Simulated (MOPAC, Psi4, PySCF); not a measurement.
Two rigid molecules brought together: H3N ··· BCl3 (SMILES N and ClB(Cl)Cl). Monomers: optimised at B3LYP-D3(BJ) (def2-TZVP), held rigid. Orientation: a higher rigid-body minimum at GFN2-xTB (searched outside a hard wall at short contacts). R is the distance of the centres of mass, along which the second monomer moves. The shortest distances reach bonding range, where SAPT0 and rigid monomers are unreliable.

Geometry at R = 2.57 Å (first 4 atoms: monomer A):
```
8

N      0.0027     0.0014     0.2791
H      0.9357    -0.1080    -0.1017
H     -0.5623    -0.7579    -0.0837
H     -0.3761     0.8645    -0.0936
Cl     1.2729     1.9889     2.0299
B      0.7229     0.4499     2.6419
Cl    -0.8952     0.2911     3.2764
Cl     1.7918    -0.9296     2.6218
```

- PM7, restricted, heats of formation (MOPAC)
- RMP2/6-31G* = restricted MP2 (frozen core)/6-31G*, spherical d, no counterpoise correction in PySCF
- AM1, restricted, heats of formation (MOPAC)
- SAPT0/jun-cc-pVDZ, frozen core (Psi4)

Interaction energies in kJ/mol; the last columns give the difference from SAPT0:

| R / Å | PM7 | RMP2/6-31G* | AM1 | SAPT0/jun-cc-pVDZ | PM7 − SAPT0/jun-cc-pVDZ | RMP2/6-31G* − SAPT0/jun-cc-pVDZ | AM1 − SAPT0/jun-cc-pVDZ |
|---|---|---|---|---|---|---|---|
| 1.98 | -42.86 | 16.02 | 5.71 | 11.24 | -54.09 | 4.79 | -5.52 |
| 2.16 | -54.07 | -5.14 | -9.47 | -1.61 | -52.45 | -3.53 | -7.85 |
| 2.33 | -53.24 | -16.66 | -13.74 | -9.91 | -43.33 | -6.75 | -3.83 |
| 2.57 | -46.42 | -24.40 | -15.36 | -16.73 | -29.69 | -7.67 | 1.38 |
| 2.78 | -39.81 | -25.74 | -13.69 | -18.84 | -20.97 | -6.90 | 5.15 |
| 2.99 | -33.65 | -24.05 | -10.59 | -18.44 | -15.22 | -5.61 | 7.85 |
| 3.29 | -25.94 | -19.44 | -6.99 | -15.64 | -10.30 | -3.80 | 8.65 |
| 3.56 | -20.28 | -15.07 | -5.18 | -12.52 | -7.75 | -2.54 | 7.35 |
| 4.06 | -12.70 | -8.58 | -3.37 | -7.68 | -5.02 | -0.90 | 4.31 |
| 4.78 | -6.00 | -3.42 | -1.86 | -3.69 | -2.31 | 0.27 | 1.83 |
| 5.76 | -2.13 | -1.23 | -0.86 | -1.50 | -0.63 | 0.27 | 0.64 |
| 7.09 | -0.59 | -0.45 | -0.35 | -0.55 | -0.05 | 0.10 | 0.19 |

PM7 is furthest from SAPT0/jun-cc-pVDZ at 1.98 (-54.09 kJ/mol, below); its mean absolute difference over the points is 20.15 kJ/mol.

RMP2/6-31G* is furthest from SAPT0/jun-cc-pVDZ at 2.57 (-7.67 kJ/mol, below); its mean absolute difference over the points is 3.59 kJ/mol.

AM1 is furthest from SAPT0/jun-cc-pVDZ at 3.29 (8.65 kJ/mol, above); its mean absolute difference over the points is 4.55 kJ/mol.
